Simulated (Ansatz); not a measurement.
`CB[NH][GaH2]` and `B[NH][GaH2]` differ in one atom or group.

Ansatz, PBE0-D4/def2-TZVP geometries, multiplicity 1. Each molecule was computed in one conformer, which needn't be the lowest.

Scalar relativity is left out up to krypton.

```tsv
property	`CB[NH][GaH2]`
size of the dipole moment (ωB97M-V/def2-TZVPP) / D	1.09
LUMO energy (ωB97M-V/def2-TZVPP) / eV	0.29
LUMO energy (PBE0/def2-TZVPP) / eV	-1.40
HOMO energy (ωB97M-V/def2-TZVPP) / eV	-10.45
LUMO energy (B3LYP/def2-TZVPP) / eV	-1.68
HOMO–LUMO gap (PBE/def2-TZVPP) / eV	4.61
```

**Question.** Give the same properties after the change, and the shifts. (Best estimate.)

**Answer.** Computed: 
```csv
property,`B[NH][GaH2]`,shift
size of the dipole moment (ωB97M-V/def2-TZVPP) / D,1.68,0.59
LUMO energy (ωB97M-V/def2-TZVPP) / eV,0.25,-0.04
LUMO energy (PBE0/def2-TZVPP) / eV,-1.46,-0.06
HOMO energy (ωB97M-V/def2-TZVPP) / eV,-10.66,-0.21
LUMO energy (B3LYP/def2-TZVPP) / eV,-1.74,-0.06
HOMO–LUMO gap (PBE/def2-TZVPP) / eV,4.74,0.13
```

With PBE0 the HOMO falls by 0.20 eV and the LUMO falls by 0.06 eV, so the gap widens by about 0.14 eV. PBE moves the HOMO by -0.20 eV and ωB97M-V by -0.21 eV. The zero-point energy changes by -74.9 kJ/mol with -9 modes. Dipoles are sizes alone; their direction can turn.

Positive LUMOs are unbound, so they and the gaps depend on the basis.

B3LYP here is the variant with VWN-RPA as its local correlation; programs differ in this.
